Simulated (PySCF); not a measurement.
Correlation energy of Pt (platinum, neutral)

[Xe] 4f14 5d9 6p1, one real determinant (an excited configuration). Computed with PySCF 2.14 in x2c-TZVPPall with one added diffuse shell each of s, p, d, f type (12s8p8d4f1g, 113 functions), with scalar relativity by spin-free X2C-1e. Frozen: [Xe] 4f14; 10 electrons correlated.

```tsv
level	correlation energy (mhartree)
CCSD	-265.92
(T)	-13.97
CCSD(T)	-279.89
```

Diagnostics: T1 = 0.023, D1 = 0.0966, largest double amplitude 0.053.

Is a single reference adequate?

Yes, within this model without spin-orbit coupling: T1 lies below 0.03 and no double amplitude reaches 0.07.

The reference is one real determinant that mixes LS terms of this configuration.
